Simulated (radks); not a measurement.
The numbers below are computed, except where a source is named.
Species: Tm XVIII. Configuration: [Kr] 4d10 4f6. Level of theory: Dirac Kohn-Sham, BLYP, spin-unpolarised, spherical densities, finite nucleus; open shells fill j = l - 1/2 first; Fermi nuclear charge, rms radius 5.2256 fm (a radial shooting solver on a logarithmic mesh with Libxc functionals).

Normalised radial functions P(r) = r R(r) (large component), r in bohr:

```
   r/bohr * 4p3/2, o 4d3/2, + 4d5/2 (the largest magnitude, 1.54, reaches the edge; | marks zero, & curves that meet)
 0.001759                             &
 0.002254                             &
 0.002888                             &
 0.003701                             &
 0.004781                             &*
 0.006127                             &*
 0.007851                             & *
  0.01014                             &  *
    0.013                             &   *
  0.01665                             +o   *
  0.02151                             |&     *
  0.02757                             |+o      *
  0.03533                             |  &       *
  0.04527                             |   +o     *
  0.05848                             |      +o *
  0.07494                             |    *    +o
  0.09603                           * |             &
    0.124                  *          |               &
    0.159             *               |             &
   0.2037               *             |      &
   0.2631                        o+  *|
   0.3372           o+                |               *
   0.4321   o+                        |                          *
   0.5537   &                         |                          *
   0.7153          +o                 |                 *
   0.9166                   &         |       *
    1.175                         +o  | *
    1.517                            &*
    1.944                             &
```

4p3/2: eigenvalue -707.04 eV, 2 radial nodes at r = 0.0893, 0.266 bohr, <r> = 0.521 bohr, 90 % of the charge inside 0.753 bohr. 4d3/2: eigenvalue -568.41 eV, 1 radial node at r = 0.237 bohr, <r> = 0.534 bohr, 90 % of the charge inside 0.792 bohr. 4d5/2: eigenvalue -558.83 eV, 1 radial node at r = 0.241 bohr, <r> = 0.543 bohr, 90 % of the charge inside 0.804 bohr.
